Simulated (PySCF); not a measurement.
Some computed properties have been withheld. Give your best values.

Species: cyclopropyl cyanosilane, C₄H₇NSi.
Structure used (PBE0-D3(BJ)/def2-SVP), in Å, numbered top down from 1:
```
atom  x, y, z in Å
N1     2.4909    1.8368   -0.1885
C2     1.9920    0.8049   -0.3667
Si3    1.1381   -0.8352   -0.6190
C4    -0.5657   -0.6727    0.0981
C5    -1.3508    0.6112   -0.0391
C6    -0.8319    0.2061    1.2985
H7     1.1400   -1.0938   -2.0867
H8     1.9735   -1.8602    0.0683
H9    -1.1566   -1.5951    0.0486
H10   -0.8751    1.4631   -0.5348
H11   -2.4228    0.5229   -0.2333
H12   -0.0004    0.7800    1.7189
H13   -1.5399   -0.1669    2.0429
```

```json
{"property": "rotational constants A, B, C", "level": "PBE0-D3(BJ)/def2-SVP", "value": "?"}
{"property": "dipole moment", "level": "PBE0/def2-SVPD", "value": "3.96 D"}
{"property": "HOMO energy", "level": "PBE0/def2-SVPD", "value": "-8.84 eV"}
{"property": "LUMO energy", "level": "PBE0/def2-SVPD", "value": "-0.51 eV"}
{"property": "lowest singlet excitation", "level": "TDDFT PBE0/def2-SVPD", "value": "?"}
{"property": "strongest line among the 10 lowest singlet transitions", "level": "TDDFT PBE0/def2-SVPD", "value": "?"}
{"property": "lowest triplet excitation (Tamm–Dancoff)", "level": "TDA PBE0/def2-SVPD", "value": "5.74 eV"}
{"property": "static isotropic polarisability", "level": "PBE0/def2-SVPD", "value": "73.8 au"}
{"property": "electronic spatial extent ⟨r²⟩ about the centre of nuclear charge", "level": "PBE0/def2-SVPD", "value": "?"}
{"property": "13C chemical shifts (computed TMS as zero) by class", "level": "GIAO KT3/pcSseg-2", "value": "112.7 (C2), 4.0 (C5/C6), -9.3 (C4) ppm"}
{"property": "1H chemical shifts (computed TMS as zero) by class", "level": "GIAO KT3/pcSseg-2", "value": "4.49 (H7/H8), 0.82 (H11/H13), 0.77 (H10/H12), -0.34 (H9) ppm"}
{"property": "isotropic shieldings of nuclei other than C and H, by class", "level": "GIAO KT3/pcSseg-2", "value": "-81 (N1), 418 (Si3) ppm"}
```

Gas-phase values; electronic properties from PySCF, density fitting. Geometry: PBE0-D3(BJ)/def2-SVP, one conformer, isolated molecule.

(1) Give the lowest singlet excitation.

(2) Give the rotational constants A, B, C.

(3) What is the strongest line among the 10 lowest singlet transitions?

(4) The electronic spatial extent ⟨r²⟩ about the centre of nuclear charge?

## Answers

(1) 6.95 eV (178 nm, f = 0.000).

(2) 4.404, 2.141, 1.655 GHz.

(3) S2 at 7.16 eV (173 nm, f = 0.031).

(4) 766 bohr².

The dipole matches unit charges of opposite sign 0.82 Å apart (1 e·Å = 4.8032 D). The largest Löwdin shares of the LUMO are 0.26 on N1, 0.26 on C2, 0.22 on Si3 and 0.07 on C4. The 10 singlets span 6.95 to 8.14 eV, and their oscillator strengths add up to 0.10. With B = h/(8π²I), that is 505.379 GHz u Å² over I, the principal moments of inertia are 114.7, 236.0 and 305.3 u Å² (most abundant isotopes). The polarisability is 10.94 Å³ as a volume (1 au = 0.148185 Å³), or 1.42 au for each of the 52 electrons.

For the TDDFT job (PBE0/def2-SVPD), hardware: Arm Neoverse V2, one thread, no GPU (shared host). Cost: 2.8 min wall.
